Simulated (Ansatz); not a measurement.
ClF₂H₃O₃W, SMILES `[OH][W]([OH])([OH])([F])([F])[Cl]`, 10 atoms. Total charge 0; spin multiplicity 1. Correlated methods include outer-core shells of W, which these sets cover unevenly. W takes the def2 core potential. Hardware: A = 2 threads of an AMD EPYC 7R13 on a shared host and a share of an NVIDIA H100 80 GB; B = 2 threads of a server CPU on a shared host. Correlated methods freeze the cores. Open-shell runs search over several starts.

Q: Give the basis size and wall time and peak host memory of each of these runs in Ansatz. RKS HSE06 (plane-wave form)-D4/def2-TZVPP energy [B]; direct RPA on PBE orbitals/def2-TZVPP energy [B]; RKS PBE0-D4/def2-QZVPP energy [A]; UKS r2SCAN-D4/def2-TZVPP energy of the cation [B]; UKS PBE0-D4/def2-TZVPP energy of the cation [B]; RKS PBE0-D4/def2-TZVP relaxation (20 steps) [A]; RHF-CCSD(T)/def2-SVP energy [A]; RKS PBE0-D4/def2-SVP energy [B]; RHF-CCSD(T)/def2-TZVPP energy [A]; RKS LC-ωPBE/def2-TZVPP energy [B]; UKS ωB97X-V/def2-TZVPP energy of the cation [B]; UHF-CCSD(T)/def2-TZVPP energy of the cation [A]. (Estimate.)

A: Computed: Other jobs shared the machine, so times are rough.

```tsv
level	job	functions	wall time	peak host memory (GiB)
RHF-CCSD(T)/def2-SVP	energy [A]	135	4.2 s	0.79
RKS PBE0-D4/def2-QZVPP	energy [A]	526	4.4 s	1.1
RKS PBE0-D4/def2-SVP	energy [B]	135	6.5 s	0.53
RHF-CCSD(T)/def2-TZVPP	energy [A]	295	10 s	0.88
RKS LC-ωPBE/def2-TZVPP	energy [B]	295	11 s	0.7
RKS HSE06 (plane-wave form)-D4/def2-TZVPP	energy [B]	295	12 s	1.1
direct RPA on PBE orbitals/def2-TZVPP	energy [B]	295	40 s	1
UKS PBE0-D4/def2-TZVPP	energy of the cation [B]	295	97 s	1.9
UHF-CCSD(T)/def2-TZVPP	energy of the cation [A]	295	3 min	1.4
UKS r2SCAN-D4/def2-TZVPP	energy of the cation [B]	295	3.1 min	1.4
RKS PBE0-D4/def2-TZVP	relaxation (20 steps) [A]	250	3.2 min	0.92
UKS ωB97X-V/def2-TZVPP	energy of the cation [B]	295	3.9 min	2.4
```

LC-ωPBE has ω = 0.4 bohr⁻¹.
